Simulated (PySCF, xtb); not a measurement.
C3H3F3, SMILES F[C@H]1CC1(F)F.

xtb with GFN2-xTB at its own geometry gives an orbital gap of 9.30 eV and a dipole moment of 2.94 D.

Coordinates come from a PBE0-D3(BJ)/def2-SVP optimisation. The structure was generated by enumeration; whether it is a known compound was not checked.

What does PySCF with r2SCAN/def2-TZVP give? (An estimate is asked for; the answer gives what the named calculation found.)

gap 7.46 eV (levels -7.09 and 0.37 eV), dipole 2.10 D.
